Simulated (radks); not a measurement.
Pd II, configuration [Kr] 4d8 5s1 (not the ground configuration). All-electron calculation, scalar-relativistic Kohn-Sham, PBEsol, spin-polarised, spherical densities, point nucleus; open shells are filled with parallel spins first (spin-orbit coupling, left out, can overturn this in heavy ions). Program: a radial shooting solver on a logarithmic mesh with Libxc functionals.

X-ray form factor f0, the Fourier transform of the density (f0(0) = 45):

sin(theta)/lambda (1/angstrom)  f0 (electrons)
0.05                                    44.288
0.1                                     42.377
0.15                                    39.765
0.2                                     36.913
0.25                                    34.111
0.3                                     31.504
0.4                                     27.087
0.5                                     23.735
0.6                                     21.235
0.8                                     17.679
1                                       14.854
1.25                                    11.745
1.5                                      9.274
2                                        6.443
